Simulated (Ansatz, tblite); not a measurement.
Forces on the cluster Be3Se2⁺ at its PBE-D4/def2-SVP geometry. The state is a doublet with charge 1.

The xTB rows come from tblite. The structure comes from a short search, and lower isomers may exist.

GFN1-xTB (tblite), largest force 0.40 eV/Å:

```xyz
5
positions Å, forces eV/Å
Be    1.052   -0.586   -0.526   -0.124    0.069    0.062
Be   -1.036    0.291   -0.754    0.123   -0.034    0.089
Be   -0.016    0.296    1.280    0.002   -0.035   -0.151
Se   -0.687   -1.545    0.348    0.159    0.360   -0.081
Se    0.687    1.545   -0.348   -0.161   -0.359    0.081
```

GFN2-xTB (tblite), largest force 0.29 eV/Å:

```
Be -0.075 0.042 0.037
Be 0.074 -0.020 0.055
Be 0.000 -0.021 -0.093
Se -0.114 -0.257 0.058
Se 0.114 0.256 -0.058
```

r2SCAN-D4/def2-TZVP (Ansatz), largest force 0.52 eV/Å:

```
Be -0.342 0.190 0.171
Be 0.338 -0.094 0.245
Be 0.006 -0.097 -0.417
Se 0.205 0.461 -0.104
Se -0.206 -0.461 0.104
```
